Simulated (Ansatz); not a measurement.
```xyz
5

C     0.0054   -0.0592   -0.5924
C    -0.0044   -0.0484    0.7314
H    -0.0079    0.6822    1.5338
H    -0.0056   -0.9811   -1.1587
H    -0.0055    0.8851   -1.1662
```

Basis set: def2-TZVP (spherical functions). Frozen core: 2 orbitals. Charge 0, multiplicity 2.

Computed with Ansatz (development build ahead of 0.2.0); each method stands on the lowest determinant of its kind that the runs found.

(1) Give the atomization energy at this shape (free ground-state atoms in the same class of orbitals less the molecule, no zero-point energy) of doublet C2H3 by UHF-MP2, UHF.

Results:

(1)

```csv
method,atomization energy
UHF-MP2,18.48 eV
UHF,14.60 eV
```

Caution: the unrestricted determinant is spin contaminated.
